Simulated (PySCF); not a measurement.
**Working out the excitation energy of In**

In [Kr] 4d10 5s2 5p1 (2P) → In [Kr] 4d10 5s1 5p2 (4P). Calculation: PySCF 2.14, in x2c-TZVPPall (8s6p4d2f, 60 functions); the spin-free X2C one-electron Hamiltonian (Gaussian nucleus). Frozen: [Ar] 3d10. Energies in hartree (1 hartree = 27.21139 eV):

```csv
part,In (lower),In (upper)
UHF,-5878.240739,-5878.133708
CCSD correlation,-0.357188,-0.310023
(T),-0.009170,-0.006181
```

Task: What does Hartree-Fock give?

Result: (-5878.133708) − (-5878.240739) = 0.107031 hartree = 2.912 eV.

Task: What do CCSD and CCSD(T) give?

Result: The CCSD correlation energies differ by 0.047165 hartree = 1.283 eV and the triples by 0.002989 hartree = 0.081 eV, so CCSD gives 4.195 eV and CCSD(T) 4.276 eV.

Measured between the centres of the two terms (NIST): 4.350 eV, so CCSD(T) (valence and next inner shell) is off by -0.074 eV.

What remains against the reference includes basis incompleteness, the frozen core and higher excitations.
